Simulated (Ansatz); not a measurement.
NbSCl₃, relaxed as a singlet with RKS PBE-D4/def2-SVP in Ansatz, starting from the GFN2-xTB geometry. Force threshold 0.02 eV/Å.

In the def2 sets Nb takes a core potential; there is no spin–orbit coupling.

Start:

Cartesian coordinates in Å:
```
Nb 0.006 0.052 -0.009
S -0.229 -2.114 0.352
Cl -2.011 0.924 -0.050
Cl 1.029 0.281 -1.940
Cl 1.205 0.858 1.646
```

Q: Estimate the energy that the relaxation releases and the steps that it takes.

A: 0.27 eV, in 4 steps; 9 s on 2 threads of Arm Neoverse V2 on a shared host. No frequencies were taken in this run, so the end may be a saddle point.

Q: Does the start keep its bonding and symmetry?

A: By distances, no bond broke or formed. The bond that changes most is Nb1–Cl5, from 2.20 to 2.28 Å (atoms count from 1). Point group C3v at the start, C3v at the end, both within 0.05 Å.

Q: Predict the relaxed structure.

A: 
```xyz
5

Nb    0.001    0.011   -0.002
S    -0.226   -2.091    0.348
Cl   -2.086    0.938   -0.048
Cl    1.064    0.272   -2.007
Cl    1.247    0.870    1.710
```
Bond lengths: 3 × Cl–Nb 2.28 Å; 1 × Nb–S 2.14 Å.
